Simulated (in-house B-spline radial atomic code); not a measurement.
Inner-shell binding energies (edges) and X-ray emission energies of free atoms and ions, as differences of relaxed hole-state energies with first-order Breit, QED and recoil terms, without correlation or multiplet splittings, in NIST's listed ground configurations. For neutral atoms such line energies lie within some 1 to 5 eV of tabulated X-ray lines (up to 20 eV for the heaviest). K = 1s, L2 = 2p1/2, L3 = 2p3/2. A dash marks a subshell that is part filled or wasn't run, or a line left out. Computed with a B-spline radial code for spherical atoms: Dirac-Hartree-Fock, average of the configuration, finite nuclei.

```csv
ion,configuration,K edge (eV),L3 edge (eV),K-L3 (eV),K-L2 (eV)
Co,[Ar] 3d7 4s2,7722.46,794.14,6928.31,6913.83
Ni+,[Ar] 3d9,?,?,?,?
Cu2+,[Ar] 3d9,9016.03,969.28,8046.75,8026.69
Zn3+,[Ar] 3d9,?,?,?,?
Ga4+,[Ar] 3d9,10440.9,1190.11,9250.82,9223.72
Ge5+,[Ar] 3d9,11197.5,1311.62,9885.89,9854.63
As6+,[Ar] 3d9,11983.5,1440.34,10543.2,10507.3
Se7+,[Ar] 3d9,12799.1,1576.18,11222.9,11181.9
```

(1) Fill in the row of Ni+.

(2) Fill in the row of Zn3+.

Answers

(1) K edge (eV): 8347.96; L3 edge (eV): 870.54; K-L3 (eV): 7477.43; K-L2 (eV): 7460.32.

(2) K edge (eV): 9713.75; L3 edge (eV): 1075.93; K-L3 (eV): 8637.82; K-L2 (eV): 8614.45.
